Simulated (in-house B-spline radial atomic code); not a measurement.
Inner levels of dysprosium as electrons are removed. A shift is the extra binding of the orbital against the neutral atom ([Xe] 4f5/2(6) 4f7/2(4) 6s2). The density at the nucleus is averaged over the nuclear charge. Computed with a radial B-spline atomic code at the basis-set limit: Dirac-Hartree-Fock, jj configuration that fills j = l - 1/2 first, finite nuclei.

A number in brackets counts the electrons of a j subshell.

```
 ion                                      configuration  shift of 3p3/2 (eV)  shift of 5p1/2 (eV)  shift of 3s1/2 (eV)  radius of 3p3/2 (bohr)  radius of 5p1/2 (bohr)  radius of 3s1/2 (bohr)  Σ<r²> (bohr²)  change of density at nucleus (bohr⁻³)
  Dy                         [Xe] 4f5/2(6) 4f7/2(4) 6s2                    0                    0                    0                 0.23651                  1.4908                 0.23334         83.002                                      -
 Dy+                         [Xe] 4f5/2(6) 4f7/2(4) 6s1               6.1721               6.1562               6.1646                 0.23651                  1.4877                 0.23335         55.431                                -13.232
Dy2+                             [Xe] 4f5/2(6) 4f7/2(4)                    ?                    ?                    ?                       ?                       ?                       ?              ?                                      ?
Dy3+                             [Xe] 4f5/2(6) 4f7/2(3)                    ?                    ?                    ?                       ?                       ?                       ?              ?                                      ?
Dy4+                             [Xe] 4f5/2(6) 4f7/2(2)               56.914               45.375               57.172                  0.2365                  1.3792                 0.23337         31.085                                 55.343
Dy5+  [Kr] 4d10 4f5/2(6) 4f7/2(2) 5s2 5p1/2(2) 5p3/2(3)               73.899               60.332               74.219                 0.23651                  1.3533                 0.23336         27.902                                 86.167
```

(1) Fill in the row of Dy2+.

(2) Fill in the row of Dy3+.

Answers

(1) shift of 3p3/2 (eV): 13.617; shift of 5p1/2 (eV): 13.551; shift of 3s1/2 (eV): 13.595; radius of 3p3/2 (bohr): 0.23651; radius of 5p1/2 (bohr): 1.4821; radius of 3s1/2 (bohr): 0.23335; Σ<r²> (bohr²): 37.72; change of density at nucleus (bohr⁻³): -40.039.

(2) shift of 3p3/2 (eV): 33.758; shift of 5p1/2 (eV): 28.793; shift of 3s1/2 (eV): 33.863; radius of 3p3/2 (bohr): 0.23651; radius of 5p1/2 (bohr): 1.4292; radius of 3s1/2 (bohr): 0.23336; Σ<r²> (bohr²): 34.011; change of density at nucleus (bohr⁻³): 2.548.
